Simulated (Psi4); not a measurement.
hexafluoroethane (C2F6), singlet, geometry from GFN2-xTB; Psi4 with MP2/STO-3G.

Here is a job for Psi4.
```
memory 2 GB

molecule mol {
0 1
  F     1.404115   -0.282840   -1.021312
  C     0.767125   -0.061688    0.122481
  F     1.243441    1.055497    0.659089
  F     1.026413   -1.068100    0.948818
  C    -0.767125    0.061688   -0.122481
  F    -1.026413    1.068100   -0.948818
  F    -1.243441   -1.055497   -0.659089
  F    -1.404115    0.282840    1.021312
}

set basis sto-3g
set reference rhf

energy('mp2')
print_variables()
```

### Question
What does Psi4 print? Leave out banner, timings and long lists.

### Answer

```
    SCF Algorithm Type (re)set to DF.

   => Loading Basis Set <=

    Name: STO-3G
    Role: ORBITAL
    Keyword: BASIS

         ---------------------------------------------------------
                                   SCF
               by Justin Turney, Rob Parrish, Andy Simmonett
                          and Daniel G. A. Smith
                              RHF Reference
         ---------------------------------------------------------

  ==> Geometry <==

    Molecular point group: ci
    Full point group: Ci

    Geometry (in Angstrom), charge = 0, multiplicity = 1:

       Center              X                  Y                   Z               Mass
    ------------   -----------------  -----------------  -----------------  -----------------
         F            1.404115000000    -0.282840000000    -1.021312000000    18.998403162730
         C            0.767125000000    -0.061688000000     0.122481000000    12.000000000000
         F            1.243441000000     1.055497000000     0.659089000000    18.998403162730
         F            1.026413000000    -1.068100000000     0.948818000000    18.998403162730
         C           -0.767125000000     0.061688000000    -0.122481000000    12.000000000000
         F           -1.026413000000     1.068100000000    -0.948818000000    18.998403162730
         F           -1.243441000000    -1.055497000000    -0.659089000000    18.998403162730
         F           -1.404115000000     0.282840000000     1.021312000000    18.998403162730

  Running in ci symmetry.

  Rotational constants: A =      0.09560  B =      0.06039  C =      0.06039 [cm^-1]
  Rotational constants: A =   2866.06423  B =   1810.32060  C =   1810.31981 [MHz]
  Nuclear repulsion =  461.930271318678308

  Charge       = 0
  Multiplicity = 1
  Electrons    = 66
  Nalpha       = 33
  Nbeta        = 33

  ==> Algorithm <==

  SCF Algorithm Type is DF.
  DIIS enabled.
  MOM disabled.
  Fractional occupation disabled.
  Guess Type is SAD.
  Energy threshold   = 1.00e-08
  Density threshold  = 1.00e-08
  Integral threshold = 1.00e-12

  ==> Primary Basis <==

  Basis Set: STO-3G
    Blend: STO-3G
    Number of shells: 24
    Number of basis functions: 40
    Number of Cartesian functions: 40
    Spherical Harmonics?: true
    Max angular momentum: 1

   => Loading Basis Set <=

    Name: (STO-3G AUX)
    Role: JKFIT
    Keyword: DF_BASIS_SCF

  ==> Integral Setup <==

  SCF_SUBTYPE=INCORE selected. In-core MEM_DF algorithm will be used.
[...]
  @DF-RHF Final Energy:  -663.04299978124391
    Total Energy =                       -663.0429997812439069
[...]

  //>>>>>>>>>>>>>>>>>>>>>>>>>>>>>>>>>>>//
  //               DFMP2               //
  //<<<<<<<<<<<<<<<<<<<<<<<<<<<<<<<<<<<//

   => Loading Basis Set <=

    Name: (STO-3G AUX)
    Role: RIFIT
    Keyword: DF_BASIS_MP2

	 --------------------------------------------------------
	                          DF-MP2
	      2nd-Order Density-Fitted Moller-Plesset Theory

	        Rob Parrish, Justin Turney, Andy Simmonett,
	           Ed Hohenstein, and C. David Sherrill
	 --------------------------------------------------------

   => Auxiliary Basis Set <=

  Basis Set: (STO-3G AUX)
    Blend: DEF2-SVP-RI
    Number of shells: 128
    Number of basis functions: 384
    Number of Cartesian functions: 440
    Spherical Harmonics?: true
    Max angular momentum: 3

	 --------------------------------------------------------
	                 NBF =    40, NAUX =   384
	 --------------------------------------------------------
	   CLASS    FOCC     OCC    AOCC    AVIR     VIR    FVIR
	   PAIRS       0      33      33       7       7       0
	 --------------------------------------------------------

	-----------------------------------------------------------
	 ==================> DF-MP2 Energies <====================
	-----------------------------------------------------------
	 Reference Energy          =    -663.0429997812439069 [Eh]
	 Singles Energy            =      -0.0000000000000000 [Eh]
	 Same-Spin Energy          =      -0.0325342331381090 [Eh]
	 Opposite-Spin Energy      =      -0.1542251809049687 [Eh]
	 Correlation Energy        =      -0.1867594140430777 [Eh]
	 Total Energy              =    -663.2297591952869880 [Eh]
	-----------------------------------------------------------
	 ================> DF-SCS-MP2 Energies <==================
	-----------------------------------------------------------
	 SCS Same-Spin Scale       =       0.3333333333333333 [-]
	 SCS Opposite-Spin Scale   =       1.2000000000000000 [-]
	 SCS Same-Spin Energy      =      -0.0108447443793697 [Eh]
	 SCS Opposite-Spin Energy  =      -0.1850702170859624 [Eh]
	 SCS Correlation Energy    =      -0.1959149614653321 [Eh]
	 SCS Total Energy          =    -663.2389147427091984 [Eh]
	-----------------------------------------------------------

  Variable Map:
  ----------------------------------------------------------------------------
[...]
  Array Variable Map:
  ----------------------------------------------------------------------------
[...]
[...]
```
